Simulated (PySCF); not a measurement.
Consider 3-fluorobenzonitrile, `N#Cc1cccc(F)c1` (C7H4FN). Non-hydrogen atoms are numbered in `[N:1]#[C:2][c:3]1[cH:4][cH:5][cH:6][c:7]([F:8])[cH:9]1`. These are map numbers, not IUPAC locants.

Energies: ωB97X-D3(BJ)/ma-def2-TZVP (PySCF, density fitting, integration grid level 2) on PBE0-D3(BJ)/def2-SVP structures. ωB97X-D3(BJ) is ωB97X-V with D3(BJ) in place of VV10. Zero-point and thermal terms (298.15 K, 1 bar) come from unscaled PBE0-D3(BJ)/def2-SVP harmonic frequencies, with soft modes damped to free rotors in the entropy.

Task: What are the vertical and the adiabatic ionisation energy for forming the radical cation?

Result: 9.86 eV vertical and 9.66 eV adiabatic, the latter with zero-point energy.

Task: Where does the unpaired spin of the relaxed radical cation sit?

Result: C4 (aromatic carbon) 0.43, C7 (aromatic carbon) 0.28, C6 (aromatic carbon) 0.21, C5 (aromatic carbon) -0.10 (intrinsic atomic orbital populations).

Task: What oxidation potential follows in acetonitrile (IEF-PCM), given that Fc+/Fc comes at 4.54 V absolute with this functional and basis?

Result: In the gas phase ΔG of oxidation is 9.633 eV, and solvation is -28.0 kJ/mol for the parent and -258.4 kJ/mol for the product, so the absolute potential is 7.25 V, or 2.70 V against Fc+/Fc. Fc+/Fc in acetonitrile, 4.54 V, is ωB97X-D3(BJ)/ma-def2-TZVP on PBE0-D3(BJ)/def2-SVP structures with GFN2-xTB thermal terms. Benchmark calculations put it near 5.0 V in acetonitrile and DMSO, so it is about 0.5 V low, and the value against it can read up to that much too high. The solvent is electrostatics only, on gas-phase structures; the absolute scale refers to an electron at rest in vacuum.

Task: How far is −ε(HOMO) from the vertical value by ΔSCF?

Result: −ε(HOMO) = 10.06 eV, which is 0.20 eV above the ΔSCF value.

Differences come from unrounded values, so a last digit can differ from that of the printed terms.
